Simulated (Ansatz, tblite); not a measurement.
Removing and adding an electron: `C[Si](C)(C)O[Si](C)(C)O[Si](C)(C)O[Si](C)(C)O[Si](C)(C)O[Si](C)(C)O[Si](C)(C)C`. The state is a singlet with charge 0. Geometry: PBE-D4/def2-SVP. Ansatz, gas phase; energy differences of separate SCF runs; the oxidised species was run as a doublet alone; the reduced species was run as a doublet alone.

```xyz
77

C     2.976   -0.449   -5.716
Si    2.258   -0.542   -3.975
C     3.495   -1.332   -2.791
C     1.744    1.169   -3.369
O     0.909   -1.557   -4.047
Si   -0.720   -1.646   -3.676
C    -1.666   -0.209   -4.423
C    -1.323   -3.315   -4.283
O    -0.934   -1.553   -2.013
Si   -0.186   -1.972   -0.578
C     0.726   -3.603   -0.787
C    -1.503   -1.995    0.746
O     0.947   -0.767   -0.245
Si    1.982   -0.176    0.933
C     3.177   -1.535    1.449
C     2.852    1.323    0.227
O     1.098    0.335    2.260
Si    0.480    0.071    3.795
C     0.968    1.546    4.849
C     1.109   -1.556    4.488
O    -1.183   -0.053    3.707
Si   -2.597    0.745    3.277
C    -3.985   -0.505    3.374
C    -2.859    2.203    4.439
O    -2.490    1.278    1.697
Si   -1.957    2.550    0.715
C    -3.398    3.756    0.516
C    -0.482    3.415    1.519
C    -1.462    1.806   -0.938
H     3.236   -1.460   -6.090
H     2.245   -0.003   -6.422
H     3.895    0.173   -5.740
H     3.770   -2.352   -3.129
H     3.046   -1.410   -1.781
H     4.427   -0.734   -2.715
H     2.626    1.831   -3.242
H     1.054    1.658   -4.087
H     1.230    1.089   -2.390
H    -1.327    0.749   -3.980
H    -1.524   -0.159   -5.522
H    -2.752   -0.308   -4.219
H    -1.231   -3.395   -5.385
H    -0.721   -4.130   -3.832
H    -2.386   -3.478   -4.011
H     0.019   -4.423   -1.031
H     1.460   -3.526   -1.614
H     1.274   -3.889    0.135
H    -1.991   -1.001    0.790
H    -1.087   -2.207    1.751
H    -2.274   -2.758    0.515
H     2.638   -2.404    1.880
H     3.758   -1.896    0.576
H     3.896   -1.170    2.211
H     3.521    1.778    0.986
H     3.460    1.052   -0.659
H     2.113    2.089   -0.084
H     0.645    2.491    4.367
H     2.068    1.594    4.979
H     0.502    1.493    5.854
H     0.707   -1.724    5.508
H     0.781   -2.405    3.853
H     2.216   -1.575    4.545
H    -4.077   -0.919    4.398
H    -4.955   -0.044    3.095
H    -3.790   -1.346    2.678
H    -2.943    1.861    5.491
H    -3.788    2.752    4.182
H    -2.014    2.919    4.383
H    -3.707    4.176    1.496
H    -3.124    4.604   -0.146
H    -4.278    3.248    0.070
H    -0.061    4.185    0.839
H    -0.771    3.925    2.462
H     0.315    2.679    1.746
H    -1.164    2.597   -1.657
H    -0.612    1.106   -0.816
H    -2.299    1.232   -1.385
```

The xTB rows come from tblite. Single mean-field runs in def2-SVP are fitted with def2-universal-jkfit. HOMO above LUMO, or a gap near zero within one spin, warns that the state may not be the lowest or that an electron is smeared out.

| level | −HOMO (eV) | vertical IE (eV) | −LUMO (eV) | vertical EA (eV) | HOMO–LUMO gap (eV) | IE − EA (eV) | remarks |
| --- | --- | --- | --- | --- | --- | --- | --- |
| PBE-D4/def2-SVP | 6.10 | 7.68 | -0.09 | -1.30 | 6.19 | 8.98 | HOMO above zero (-1 doublet), gap within one spin near zero (+1 doublet) |
| r2SCANh-D4/def2-SVP | 6.98 | 8.31 | -0.80 | -1.82 | 7.78 | 10.13 | HOMO above zero (-1 doublet) |
| PBE0-D4/def2-SVP | 7.51 | 8.62 | -0.89 | -1.76 | 8.40 | 10.39 | HOMO above zero (-1 doublet) |

(1) Estimate the rows for GFN1-xTB, GFN2-xTB.

Results:

(1) 
```tsv
level	−HOMO (eV)	vertical IE (eV)	−LUMO (eV)	vertical EA (eV)	HOMO–LUMO gap (eV)	IE − EA (eV)
GFN1-xTB	10.68	12.13	3.81	2.42	6.88	9.70
GFN2-xTB	10.06	11.52	3.93	2.45	6.13	9.07
```

Relaxing the oxidised species (PBE-D4/def2-SVP) changes its energy by -0.08 eV at PBE-D4/def2-SVP, so the adiabatic ionisation energy to this nearest minimum is 7.60 eV. At PBE0-D4/def2-SVP it is 8.51 eV. The gap within one spin of the relaxed charge 1 doublet nearly closes, so an electron or hole may be smeared out by delocalisation error.     A HOMO above zero means that the electron is unbound at that level or that self-interaction error raises the level; the energy of removing that electron tells which. Raw xTB energy differences between charge states are shifted by several eV; the methods need an empirical correction for them. Sets without diffuse functions give affinities that are too small. A negative affinity means that the extra electron isn't bound; its size then hangs on the basis.
